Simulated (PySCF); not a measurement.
**UHF on Cr (chromium, neutral)**

Configuration: [Ar] 3d5 4s1, high-spin 7S determinant. All numbers are calculated (PySCF 2.14, the spin-free X2C one-electron Hamiltonian (Gaussian nucleus), in cc-pVDZ-DK (6s5p3d1f, 43 functions)).

* Total energy: -1049.653556 hartree
* One-electron energy: -1447.9143 hartree
* Hartree (Coulomb) energy: 446.4648 hartree
* Exchange energy: -48.2040 hartree
* ⟨S²⟩: 12.0000
* ⟨L²⟩: 0.000
* Sum of ⟨r⟩: 20.44 bohr
* Sum of ⟨r²⟩: 37.43 bohr²
* Langevin diamagnetic susceptibility: -29.6 ×10⁻⁶ cm³/mol
* Time after the integrals: 0.12 s of wall time on 1 thread of Neoverse-V2 (shared host)

```
shell  electrons  mean orbital energy (hartree)  rms radius, mean of both spins (bohr)
 1s α          1                     -222.01883                                 0.0734
 1s β          1                     -222.01614                                 0.0734
 2s α          1                      -26.60307                                  0.316
 2s β          1                      -26.50556                                  0.316
 2p α          3                      -22.24117                                  0.287
 2p β          3                      -22.14463                                  0.287
 3s α          1                       -3.51160                                  0.972
 3s β          1                       -3.16646                                  0.972
 3p α          3                       -2.27014                                   1.06
 3p β          3                       -1.85115                                   1.06
 3d α          5                       -0.36468                                   1.60
 4s α          1                       -0.22641                                   3.91
```

Densities and radii are taken from the X2C orbitals without a picture-change correction, which distorts them close to the nucleus.
